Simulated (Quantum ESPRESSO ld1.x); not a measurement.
Question: These are the eigenvalues of the occupied orbitals of an atom or ion with whole-number occupations (eV). Calculated with ld1.x of Quantum ESPRESSO 7.5: scalar-relativistic Kohn-Sham, LDA (Slater exchange, Perdew-Wang correlation), spin-polarised, spherical densities, point nucleus.

| orbital | eigenvalue |
|---|---|
| 1s up | -40247.2 |
| 1s down | -40247.0 |
| 2s up | -6458.06 |
| 2s down | -6457.98 |
| 2p up | -5788.60 |
| 2p down | -5788.49 |
| 3s up | -1400.43 |
| 3s down | -1399.67 |
| 3p up | -1187.48 |
| 3p down | -1186.71 |
| 3d up | -884.234 |
| 3d down | -883.609 |
| 4s up | -295.342 |
| 4s down | -293.261 |
| 4p up | -226.117 |
| 4p down | -223.986 |
| 4d up | -126.632 |
| 4d down | -124.380 |
| 5s up | -62.3314 |
| 5s down | -59.3510 |
| 5p up | -45.1723 |
| 5p down | -42.4207 |
| 4f up | -24.1127 |

Which element is it, and in what charge state? The configuration may be excited. Open shells, if any, are filled with parallel spins first.

Answer: Z = 58, cerium, charge +3: Ce3+ in [Kr] 4d10 4f3 5s2 5p4. The list shows which subshells hold electrons but not how many an open one holds; the 1s level, -1479.1 hartree, gives Z - s = 54.4 by -(Z - s)^2/2, which with screening and relativity narrows Z to a few neighbours, and the depths of the outer levels then fix element, charge and occupations together.
